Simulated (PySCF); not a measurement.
C4H5B.
Atom-mapped SMILES: `[BH2:1]/[CH:2]=[CH:3]\[C:4]#[CH:5]` (hydrogens: H6, H7 on B1; H8 on C2; H9 on C3; H10 on C5)

A GFN2-xTB structure was refined with PBE0-D3(BJ)/def2-SVP geometry optimisation, gas phase (PySCF). Its GFN2-xTB values:

```tsv
coordinate	GFN2-xTB
B1–C2	1.539 Å
B1–H6	1.169 Å
B1–H7	1.170 Å
C2=C3	1.349 Å
C2–H8	1.086 Å
C3–C4	1.405 Å
C3–H9	1.087 Å
C4≡C5	1.203 Å
C5–H10	1.049 Å
B1–C2–C3	125.0°
C2–C3–C4	124.8°
C3–C4–C5	177.0°
```

Problem. How do these coordinates change at the PBE0-D3(BJ)/def2-SVP level?

Solution. 
```tsv
coordinate	PBE0-D3(BJ)/def2-SVP (Å or °)	change
B1–H7	1.209	+0.039
B1–H6	1.208	+0.039
C5–H10	1.074	+0.025
C3–C4	1.420	+0.015
C4≡C5	1.215	+0.012
C3–H9	1.099	+0.012
C2=C3	1.360	+0.011
C2–H8	1.096	+0.010
B1–C2	1.542	+0.003
C2–C3–C4	126.5	+1.7
B1–C2–C3	124.0	-1.0
C3–C4–C5	176.6	-0.4
```

The energy falls by 1.8 kcal/mol over 5 energy and gradient evaluations, the largest force component goes from 0.0204 to 4.4e-04 Eh/bohr, and the atoms move by 0.037 Å rms after alignment. Among the bonds, B1–H6 and B1–H7 change most and about equally (+0.039 Å). Bonds longer at the end by more than 0.005 Å: 8 of 9; shorter: 0. Rotational constants go from 12699, 3513, 2752 to 12756, 3397, 2683 MHz.

The run used 95 basis functions and 30 SCF cycles in all. Time: 18 s of wall time. Hardware: one thread of an Arm Neoverse N1, shared host.

Stationary, but not proved a minimum.
